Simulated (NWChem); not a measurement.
C3H2F2O2; SMILES C1OC(=C(F)O1)F

```xyz
9

F     -0.0888    -1.5460    -1.3188
C     -0.0037    -0.6660    -0.3618
C     -0.0037     0.6660    -0.3618
F     -0.0888     1.5460    -1.3188
O      0.1943     1.1361     0.9035
C     -0.0973     0.0000     1.6919
O      0.1943    -1.1361     0.9034
H      0.5268     0.0000     2.5940
H     -1.1799     0.0000     1.9448
```
Atoms are numbered in this order, from 1.

Level: PBE0/def2-SVP (NWChem), optimised geometry, unscaled harmonic frequencies. 

**Question.** List the harmonic frequencies with IR intensities, and the thermochemistry.

**Answer.** 
```csv
frequency (cm⁻¹),IR intensity (km/mol)
221,7.3
245,0.1
298,2.0
378,1.9
504,2.7
539,0.7
650,0.7
715,1.5
820,7.8
1014,4.9
1125,78.0
1130,176.7
1164,12.7
1262,19.4
1389,475.2
1423,130.9
1488,42.7
1511,8.6
1945,23.9
2984,91.3
3184,15.1
```

* **zero-point energy**: 34.3 kcal/mol
* **thermal correction to the enthalpy at 298.15 K (with zero-point energy)**: 38.3 kcal/mol
* **heat capacity Cv**: 19.1 cal/(mol K)
* **entropy at 298.15 K and 1 atm (symmetry number 1)**: 75.6 cal/(mol K)
* **dipole moment**: 1.63 D

Rigid rotor and harmonic oscillator.
